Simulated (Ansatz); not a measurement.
Cost and result for the atomization energy of CH3F2SSi (`C[Si](F)(F)[S]`) radical (8 atoms, 7 bonds).

Z-matrix (Å, degrees):
```
C
Si 1 1.841
H 1 1.091 2 111.1
H 1 1.094 2 108.9 3 119.3
H 1 1.091 2 111.1 3 -121.3
F 2 1.588 1 110.8 3 -177.1
F 2 1.588 1 110.8 3 -61.5
S 2 2.113 1 110.0 3 60.7
```

The species carries charge 0 and has multiplicity 2. Geometry: relaxed with PBE0-D4/def2-TZVP. Program: Ansatz. Hardware: A = 2 threads of an AMD EPYC 7R13 on a shared host; B = 2 threads of an AMD EPYC 7R13 on a shared host and a share of an NVIDIA H100 80 GB. Times are those of one run each, without the atoms' runs, and a repeat can differ threefold. Electronic energies, without spin–orbit coupling; frozen cores. CCSD(T)/CBS adds CCSD(T) − MP2 in def2-TZVPP to the MP2 limit, and its time is that of the two runs behind it. T1 = 0.012; ⟨S²⟩ of the reference is 0.76. B3LYP takes the VWN-RPA correlation (the form of Gaussian; ORCA's B3LYP/G).

CCSD(T)/CBS is a level of theory with its own doubt, some kJ/mol a heavy atom from the limit and from the frozen cores, so smaller differences don't rank the functionals.

```tsv
level	functions	wall time
CCSD(T)/def2-TZVPP [B]	219	5 s
MP2/def2-QZVPP [B]	401	7 s
LDA (SPW92)/def2-TZVPP [A]	219	7 s
CCSD(T)/CBS(def2)	–	12 s
revPBE-D4/def2-TZVPP [A]	219	15 s
PBE0-D4/def2-TZVPP [A]	219	19 s
CCSD(T)/def2-SVP [A]	93	21 s
B3LYP-D4/def2-TZVPP (with forces) [A]	219	22 s
B2PLYP/def2-TZVPP [A]	219	23 s
BHLYP-D4/def2-TZVPP [A]	219	23 s
r2SCANh-D4/def2-TZVPP [A]	219	38 s
r2SCAN-D4/def2-TZVPP (with forces) [A]	219	46 s
B97M-V/def2-TZVPP [A]	219	48 s
```

(1) What atomization energy does each give, and how far from CCSD(T)/CBS? (Estimate.)

Answers

(1) The calculation gave: 
```tsv
level	atomization (kJ/mol)	difference from CCSD(T)/CBS	per bond
CCSD(T)/def2-TZVPP [B]	3018.4	-90.7	-13.0
MP2/def2-QZVPP [B]	3157.4	48.3	6.9
LDA (SPW92)/def2-TZVPP [A]	3534.7	425.6	60.8
CCSD(T)/CBS(def2)	3109.1	0.0	0.0
revPBE-D4/def2-TZVPP [A]	3063.3	-45.8	-6.5
PBE0-D4/def2-TZVPP [A]	3089.3	-19.8	-2.8
CCSD(T)/def2-SVP [A]	2862.8	-246.3	-35.2
B3LYP-D4/def2-TZVPP (with forces) [A]	3083.9	-25.2	-3.6
B2PLYP/def2-TZVPP [A]	3063.8	-45.3	-6.5
BHLYP-D4/def2-TZVPP [A]	3001.7	-107.4	-15.3
r2SCANh-D4/def2-TZVPP [A]	3098.5	-10.6	-1.5
r2SCAN-D4/def2-TZVPP (with forces) [A]	3121.8	12.7	1.8
B97M-V/def2-TZVPP [A]	3122.1	13.0	1.9
```

In def2-TZVPP, CCSD(T) changes the Hartree–Fock value by +684.7 kJ/mol (the triples alone add +43.6 kJ/mol) and MP2 by +768.6 kJ/mol; breaking electron pairs costs correlation energy, which Hartree–Fock lacks. From BLYP to BHLYP (50 % exact exchange), in def2-TZVPP and without D4, the atomization energy moves by −63.9 kJ/mol: exact exchange takes away binding that semilocal exchange gives to molecules. The D4 term adds +30.2 kJ/mol with B3LYP and +15.6 kJ/mol with PBE0; it sums over pairs of atoms, weighted by their polarisabilities, and B3LYP, whose exchange is more repulsive, gets the larger term.
